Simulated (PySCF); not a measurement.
An EPR job on `O=C(O)c1[c]cc(Cl)cc1` [radical].

Method: UKS B3LYP, pcH-1 on C Cl H O, non-relativistic, mean-field spin-orbit, GIAO (PySCF 2.14.0). Geometry: GFN2-xTB. The input is one job of a driver script: a line of settings, then coordinates in Å.

Input:
```
{"job": {"kind": "epr", "basis": "pcH-1"}, "charge": 0, "multiplicity": 2}
O      2.757345     0.830847     0.844056
C      2.163794    -0.007292     0.213593
O      2.779015    -1.016390    -0.411091
C      0.694919    -0.045422     0.038721
C      0.038652    -1.005267    -0.684636
C     -1.305902    -1.072209    -0.867840
C     -2.072570    -0.072101    -0.261813
Cl    -3.785190    -0.090225    -0.447348
C     -1.465197     0.930691     0.485232
C     -0.095452     0.947058     0.636422
H      3.737996    -0.959117    -0.275733
H     -1.778877    -1.848765    -1.447420
H     -2.073576     1.694492     0.944394
H      0.404364     1.713227     1.211297
```

Problem. Estimate the output.

Solution. 
```
UKS, coarse grid
  cycle   1  E = -879.56921160  |g| = 7.33e-01
  cycle   2  E = -878.85517850  |g| = 1.50e+00
  cycle   3  E = -879.70640680  |g| = 3.61e-01
  cycle   4  E = -879.75960569  |g| = 9.81e-02
  cycle   5  E = -879.76263462  |g| = 3.91e-02
  cycle   6  E = -879.76331441  |g| = 1.19e-02
  cycle   7  E = -879.76338843  |g| = 5.67e-03
  cycle   8  E = -879.76340421  |g| = 2.67e-03
  cycle   9  E = -879.76341115  |g| = 1.49e-03
  cycle  10  E = -879.76341465  |g| = 6.66e-04
UKS, final grid
  cycle   1  E = -879.76338632  |g| = 8.71e-04
  cycle   2  E = -879.76338559  |g| = 1.65e-03
  cycle   3  E = -879.76338714  |g| = 2.30e-04
  cycle   4  E = -879.76338727  |g| = 2.06e-04
  cycle   5  E = -879.76338739  |g| = 9.45e-05
  cycle   6  E = -879.76338739  |g| = 2.08e-05
E = -879.76338739 Eh   <S^2> = 0.7574 (exact 0.7500)
g shifts (ppm)      1          2          3
  rmc          -172       -172       -172
  gc             24         23        -11
  oz_so        -298        196       1739
  total        -446         46       1556
hyperfine (MHz)  atom isotope    a_iso     a_fc   dipolar eigenvalues
    0   17O       0.38       0.37     -2.91     -0.22      3.13
    1   13C      23.71      23.72     -2.08     -1.95      4.03
    2   17O      -2.23      -2.23     -2.94      0.64      2.29
    3   13C       8.46       8.45    -13.63     -2.73     16.36
    4   13C     425.12     425.22    -80.17    -62.96    143.13
    5   13C      17.03      17.06    -13.46     -1.56     15.02
    6   13C      68.72      68.70     -5.63     -1.16      6.80
    7  35Cl       2.04       1.98     -3.50     -1.60      5.10
    8   13C      -6.39      -6.40     -6.15      2.26      3.89
    9   13C      40.50      40.50     -6.13     -2.06      8.19
   10    1H      -0.21      -0.21     -2.41     -1.73      4.14
   11    1H      63.04      63.04     -6.73     -5.67     12.40
   12    1H       3.97       3.97     -1.55      0.28      1.26
   13    1H      23.04      23.04     -3.02     -2.06      5.08
```

rmc, gc and oz_so are the mass-correction, gauge-correction and orbital-Zeeman/spin–orbit parts of the g shift along its three principal axes; a_iso is the isotropic hyperfine coupling and a_fc its Fermi-contact part. Atoms in this output count from 0.

Problem. How far is ⟨S²⟩ from the pure-spin value?

Solution. S = 0.5 gives S(S+1) = 0.75; the run has 0.7574, 0.0074 more.

Problem. Get g_iso from the total shifts.

Solution. Their mean is 386 ppm; added to g_e = 2.002319 it gives 2.00270.

Summary of the converged run: ⟨S²⟩ 0.757; g_iso 2.0027.

The structure is a single GFN2-xTB conformer in the gas phase; no vibrational or solvent corrections.

Problem. Estimate the wall time. Hardware: one thread, x86-64 server (shared host).

Solution. About 80 s.
Labels such as C1 count atoms from 1, the log's own numbers from 0.
